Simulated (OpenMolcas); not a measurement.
# Computed transition rates of La II

* Program: OpenMolcas
* Method: MS-CASPT2, IPEA 0.25 Eh, imaginary shift 0.1 Eh (closed shells correlated: 5s 5p)
* Basis: ANO-RCC-VTZP [8s7p5d3f2g1h]
* Scalar Hamiltonian: DKH2, point nucleus
* Active space: 2 electrons in 11 orbitals (5d 6s 6d)
* State averaging: 2S+1 = 3 even, 15 roots; 2S+1 = 1 even, 20 roots kept (CI in the orbitals of an earlier block)
* Spin-orbit coupling: state interaction with AMFI integrals over the reference wave functions, term energies averaged over their components

Rates come from the transition moments of the reference wave functions (E1 and E2 in the length form). At fixed line strength A goes as λ^-3 for E1 and M1 and as λ^-5 for E2, so a rate at the computed wavelength can be rescaled to the measured one. Measured vacuum wavelengths follow from level energies in NIST Handbook of Basic Atomic Spectroscopic Data. Branching counts decays inside the model space alone, at computed energies, and the table is only a selection of the E2 and M1 lines, drawn from those between levels with measured partners whose computed energy lies within a factor of 1.5 of the measured one.

| Upper | Lower | Type | λ computed (nm) | λ measured (nm) | A computed (s-1) | A rescaled (s-1) | Branching % |
| --- | --- | --- | --- | --- | --- | --- | --- |
| 5d² ¹G₄ | 5d² ³F₄ | M1 | 1689 | 1817 | 5.01e-02 |  | 44.0 |
| 5d² ¹G₄ | 5d² ³F₃ | M1 | 1448 | 1549 | 4.81e-02 |  | 42.2 |
| 5d² ³P₀ | 5d² ³F₂ | E2 | 1628 | 1905 | 4.48e-02 | 2.04e-02 | 92.8 |
| 6s² ¹S₀ | 5d² ³F₂ | E2 | 1147 | 1352 | 3.30e-02 |  | 12.1 |
| 5d² ³F₃ | 5d² ³F₂ | M1 | 9826 | 9842 | 2.34e-02 | 2.33e-02 | 100.0 |
| 6s² ¹S₀ | 5d² ³P₁ | M1 | 4483 | 5965 | 2.29e-02 |  | 8.4 |
| 5d² ³F₄ | 5d² ³F₃ | M1 | 10140 | 10480 | 1.94e-02 | 1.76e-02 | 100.0 |
| 5d² ³P₁ | 5d² ³F₃ | E2 | 1828 | 2127 | 1.76e-02 | 8.25e-03 | 27.8 |
| 5d² ³P₂ | 5d² ³F₂ | M1 | 1444 | 1606 | 1.71e-02 |  | 18.8 |
| 5d² ³P₁ | 5d² ³F₂ | E2 | 1541 | 1749 | 1.66e-02 | 8.81e-03 | 26.3 |
| 5d² ³P₂ | 5d² ³F₄ | E2 | 2032 | 2349 | 1.14e-02 | 5.52e-03 | 12.6 |
| 5d 6s ³D₂ | 5d 6s ³D₁ | M1 | 13830 | 14360 | 8.16e-03 | 7.29e-03 | 55.6 |
| 5d² ³P₂ | 5d² ³F₃ | E2 | 1693 | 1919 | 8.09e-03 | 4.32e-03 | 8.9 |
| 5d 6s ³D₃ | 5d 6s ³D₂ | M1 | 13490 | 15180 | 6.53e-03 | 4.58e-03 | 18.0 |
| 5d² ³P₁ | 5d² ³F₂ | M1 | 1541 | 1749 | 5.56e-03 |  | 8.8 |
| 5d² ³P₂ | 5d² ³F₂ | E2 | 1444 | 1606 | 3.63e-03 | 2.13e-03 | 4.0 |
| 5d² ³P₁ | 5d 6s ³D₁ | E2 | 2452 | 2616 | 3.58e-03 | 2.59e-03 | 5.7 |
| 5d 6s ³D₃ | 5d² ³F₂ | M1 | 2582 | 3077 | 3.49e-03 |  | 9.6 |
| 5d² ³P₂ | 5d 6s ³D₁ | M1 | 2214 | 2308 | 2.91e-03 |  | 3.2 |
| 5d² ³P₁ | 5d 6s ³D₂ | M1 | 2980 | 3198 | 2.21e-03 |  | 3.5 |
| 5d 6s ³D₂ | 5d² ³F₃ | M1 | 4730 | 6347 | 1.89e-03 |  | 12.9 |
| 5d² ³P₀ | 5d 6s ³D₂ | E2 | 3322 | 3762 | 1.64e-03 | 8.81e-04 | 3.4 |
| 5d 6s ³D₂ | 5d² ³F₂ | M1 | 3193 | 3859 | 1.52e-03 |  | 10.3 |
| 5d 6s ³D₁ | 5d² ³F₂ | M1 | 4152 | 5277 | 1.44e-03 |  | 26.8 |
| 5d 6s ³D₁ | 5d² ³F₂ | E2 | 4152 | 5277 | 4.72e-04 | 1.42e-04 | 8.8 |

Spin-changing lines and M1 lines between different terms are not rescaled, since their strength hangs on the term gaps too.

The largest correction is for 5d 6s ³D₁ → 5d² ³F₂ (E2): 4.72e-04 × (4152 / 5277)^5 = 1.42e-04 s-1, a factor of 0.30.

The computed rate and branching of 5d² ³F₃ → 5d² ³F₂ give the upper level a radiative lifetime of 1.000 / 2.34e-02 s-1 = 4.27e+01 s, counting decays inside the model space alone. The rescaled rate gives about 4.3e+01 s.

The computed order of these levels differs from the measured one in 2 places, and where term gaps are wrong the rates of spin-changing lines can be off by large factors.

These are rates of the free ion; in crystals, glasses and complexes forced electric-dipole and non-radiative decay shorten such lifetimes by orders of magnitude. No measured rate stands beside these. Rescaling mends the energy factor alone: line strengths can still be far off where a level mixes with configurations outside the active space, and weak or spin-changing lines hang on small mixing coefficients that depend on the term gaps too, so rescaling need not improve them.

CASPT2 does not keep the components of a term degenerate, so their means are used; among the terms shown or strongly mixed into the levels shown the widest spread is 970 cm-1 (5d² ¹G). Terms from blocks run as CI alone lack orbitals of their own. Active for correlation alone: 6d; no level in the range computed is led by a configuration that fills it, so any true level of that kind is missing. The CASPT2 spread within a term exceeds the gap to the next term for 5d² ³F and 5d² ¹D, 5d² ¹G and 6s² ¹S, so the order of their levels is uncertain, and so are names and mixing where such terms share a J. Some terms miss by over 15 % even with CASPT2, which points to a basis or an active space too small for the shells correlated. Measured partners are found by configuration, term and J. A level has none where our copy of the source lacks it or the pairing is in doubt (some pairs that miss far off the trend of their configuration count as doubtful). Levels of configurations outside the active space are missing.
